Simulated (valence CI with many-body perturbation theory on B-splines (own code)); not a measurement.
The numbers below are computed, except where a source is named.
**Run record, Pr¹⁸⁺**

The program does CI of the valence electrons with many-body perturbation theory for a frozen closed Dirac-Fock core.

Command, and the settings that its task file holds:

```sh
python run_cv.py task.json out
```

```
atom Pr  Z=59  mass_number=141  rms_radius_fm=4.8919
core [Kr]
valence 5d5
avg = 1
basis = S
breit = 1
cap = 10000
capref = 1200
cscale = 1
de = 0.0
dress = 0
eps = 2e-08
extrap = 1
h = 0.27
hh = 1
l2 = 3
lcore = 6
maxit = 60
n2 = 5
natural = 1
nlev = 21
nno = [3, 3, 3, 3, 1]
nroot = 26
nsp = [3, 3, 2, 2, 0]
pt2 = 1
qed = 1
rpa = 1
s1 = 1
s2 = 1
s3 = 1
screen = 1
tol = 2e-05
whole = 1
```

Question: What became of the run, and why?

Answer: It gave no result: the start configuration must fill the lowest shells above the core. The program said: "5d is not the lowest shell of its kind above the core".
